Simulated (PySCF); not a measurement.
Gas-phase reaction: SeO₂ + GeO₂ → GeSe + 2 O₂

Energies from PySCF, thermal terms from the rigid-rotor harmonic-oscillator model, ideal gas at 1 bar. † marks an energy on the PBE0/def2-TZVP geometry and frequencies. CCSD(T) freezes the core. Open shells (unrestricted): O₂ (multiplicity 3); the rest are closed-shell singlets. Ge, Se: all electrons, no relativistic terms. GeO₂: computed as isolated molecules; such fragments, hydroxides, amides, oligomers or adducts are transient or little studied in the gas. CCSD(T) isn't extrapolated to the basis-set limit. Warning, large T1 diagnostic: GeO₂, SeO₂ (CCSD(T)/def2-SVP†).

LDA/def2-TZVP† gives ΔH°(298 K) = 366 kJ.

What do CCSD(T)/def2-SVP†, PBE0/def2-QZVP†, ωB97X-V/def2-TZVP† give?

CCSD(T)/def2-SVP†: 178 kJ; PBE0/def2-QZVP†: 242 kJ; ωB97X-V/def2-TZVP†: 247 kJ. For scale, ΔH°(298 K) is 366 kJ at this level, 261 kJ at ωB97M-V/def2-TZVP†, and runs from -122 to 876 kJ over the 20 levels computed.
